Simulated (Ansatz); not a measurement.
Gas-phase electronic energies from Ansatz, PBE0-D4/def2-TZVP geometries. CCSD(T)/CBS adds triple-zeta CCSD(T) − MP2 to the extrapolated MP2 energy (def2 sets, frozen cores). This one scheme is used for every species. DFT in def2-TZVPP. B3LYP here is the variant with VWN-RPA as its local correlation; programs differ in this. HSE06 is defined as in plane-wave codes. For Br outer-core shells are correlated without core-valence functions, which leaves a few kJ/mol of doubt a bond. Scalar relativity is left out up to krypton. Each species was taken in one conformer, which may not be the lowest.

Consider the ligand exchange at the Al–F bond: `[F][Al]([SH])[Br]` + HCl → `[SH][Al]([Cl])[Br]` + H–F.

```
         level  ΔE (kJ/mol)
         B3LYP         28.3
         HSE06         15.8
 HF/def2-QZVPP         26.9
CCSD/CBS(def2)         19.6
```

Question: What does CCSD(T)/CBS give? (Best estimate.)

Answer: Ansatz gave: +18.0 kJ/mol. The listed levels differ from it by 10.3, -2.2, 8.9, 1.6 kJ/mol.

Largest T1 diagnostic among the species: 0.010.

At CCSD(T), def2-SVP lies +7.7 kJ/mol from the extrapolated value and def2-TZVPP +3.4 kJ/mol. From r2SCAN to r2SCAN0 (25 % exact exchange), in def2-TZVPP and without D4, ΔE moves by −3.4 kJ/mol. The D4 term adds −5.4 kJ/mol with B3LYP and −3.0 kJ/mol with PBE0; it sums over pairs of atoms, weighted by their polarisabilities, and B3LYP, whose exchange is more repulsive, gets the larger term.
